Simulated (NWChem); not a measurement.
System: thionyl fluoride (SOF$_{2}$); SMILES FS(=O)F

NWChem input:

```
start job
memory heap 200 mb stack 900 mb global 1100 mb
geometry units angstroms
  O      0.005986    -1.371071    -0.389891
  S      0.000753    -0.172811     0.403403
  F      1.165575     0.780066    -0.186427
  F     -1.172333     0.769866    -0.186440
end
basis spherical
  * library 6-31g*
end
dft
  xc hfexch
  iterations 150
end
driver
  maxiter 120
end
task dft optimize
task dft freq
```

Excerpt of the output:

```
             Northwest Computational Chemistry Package (NWChem) 7.3.0
             --------------------------------------------------------

 CS  symmetry detected

                             Geometry "geometry" -> ""
                             -------------------------

 Output coordinates in angstroms (scale by  1.889725989 to convert to a.u.)

  No.       Tag          Charge          X              Y              Z
 ---- ---------------- ---------- -------------- -------------- --------------
    1 O                    8.0000    -0.36352222    -1.38328485     0.00000000
    2 S                   16.0000     0.40715732    -0.17034511     0.00000000
    3 F                    9.0000    -0.20035219     0.76621114     1.16896513
    4 F                    9.0000    -0.20035219     0.76621114    -1.16896513

 Effective nuclear repulsion energy (a.u.)     190.8287780799

      Symmetry information
      --------------------

 Group name             Cs
 Group number              2
 Group order               2
 No. of unique centers     3

                                Z-matrix (autoz)
                                --------

 Units are Angstrom for bonds and degrees for angles

      Type          Name      I     J     K     L     M      Value
      ----------- --------  ----- ----- ----- ----- ----- ----------
    1 Stretch                  1     2                       1.43707
    2 Stretch                  2     3                       1.61638
    3 Stretch                  2     4                       1.61638
    4 Bend                     1     2     3               106.70761
    5 Bend                     1     2     4               106.70761
    6 Bend                     3     2     4                92.63852
    7 Torsion                  1     2     3     4        -108.31917
    8 Torsion                  1     2     4     3         108.31917
    9 Torsion                  3     2     1     4          98.06391
   10 Torsion                  1     4     2     3        -108.31917
   11 Torsion                  3     1     2     4         -98.06391
   12 Torsion                  1     3     2     4         108.31917

  xc_inp: hfexch multiplicative factor not found.

                           NWChem Geometry Optimization
                           ----------------------------

[...]

      ----------------------
      Optimization converged
      ----------------------

  Step       Energy      Delta E   Gmax     Grms     Xrms     Xmax
  ---- ---------------- -------- -------- -------- -------- --------
@    4    -671.17891228 -6.8D-08  0.00001  0.00001  0.00017  0.00028
                                     ok       ok       ok       ok

                                Z-matrix (autoz)
                                --------

 Units are Angstrom for bonds and degrees for angles

      Type          Name      I     J     K     L     M      Value     Gradient
      ----------- --------  ----- ----- ----- ----- ----- ---------- ----------
    1 Stretch                  1     2                       1.40936   -0.00000
    2 Stretch                  2     3                       1.57284    0.00000
    3 Stretch                  2     4                       1.57284    0.00000
    4 Bend                     1     2     3               106.70235    0.00001
    5 Bend                     1     2     4               106.70235    0.00001
    6 Bend                     3     2     4                92.34796   -0.00001
    7 Torsion                  1     2     3     4        -108.21686   -0.00000
    8 Torsion                  1     2     4     3         108.21686    0.00000
    9 Torsion                  3     2     1     4          97.74082   -0.00001
   10 Torsion                  1     4     2     3        -108.21686   -0.00000
   11 Torsion                  3     1     2     4         -97.74082    0.00001
   12 Torsion                  1     3     2     4         108.21686    0.00000

                         Geometry "geometry" -> "geometry"
                         ---------------------------------

[...]

 Rotational Constants
 --------------------
 A=   0.293216 cm-1  (  0.421863 K)
 B=   0.280880 cm-1  (  0.404115 K)
 C=   0.167952 cm-1  (  0.241640 K)

 Temperature                      =   298.15K
 frequency scaling parameter      =   1.0000

 Zero-Point correction to Energy  =    6.753 kcal/mol  (  0.010761 au)
 Thermal correction to Energy     =    9.064 kcal/mol  (  0.014444 au)
 Thermal correction to Enthalpy   =    9.656 kcal/mol  (  0.015388 au)

 Total Entropy                    =   66.029 cal/mol-K
   - Translational                =   39.250 cal/mol-K (mol. weight =  85.9638)
   - Rotational                   =   24.260 cal/mol-K (symmetry #  =        1)
   - Vibrational                  =    2.519 cal/mol-K

 Cv (constant volume heat capacity) =   10.906 cal/mol-K
   - Translational                  =    2.979 cal/mol-K
   - Rotational                     =    2.979 cal/mol-K
   - Vibrational                    =    4.947 cal/mol-K

[normal modes left out]

 ----------------------------------------------------------------------------
 Normal Eigenvalue ||           Projected Infra Red Intensities
  Mode   [cm**-1]  || [atomic units] [(debye/angs)**2] [(KM/mol)] [arbitrary]
 ------ ---------- || -------------- ----------------- ---------- -----------
    1       -0.000 ||    0.000067           0.002         0.066       0.010
    2       -0.000 ||    0.000026           0.001         0.025       0.004
    3       -0.000 ||    0.002136           0.049         2.083       0.324
    4       -0.000 ||    0.000557           0.013         0.543       0.084
    5        0.000 ||    0.002205           0.051         2.149       0.334
    6        0.000 ||    0.002114           0.049         2.061       0.321
    7      415.801 ||    0.008201           0.189         7.994       1.244
    8      427.439 ||    0.010019           0.231         9.767       1.520
    9      589.584 ||    0.045983           1.061        44.827       6.975
   10      888.247 ||    0.241739           5.577       235.659      36.669
   11      940.260 ||    0.226574           5.227       220.876      34.369
   12     1464.568 ||    0.251476           5.802       245.152      38.146
 ----------------------------------------------------------------------------
```

Level: Hartree-Fock/6-31G* (spherical d).
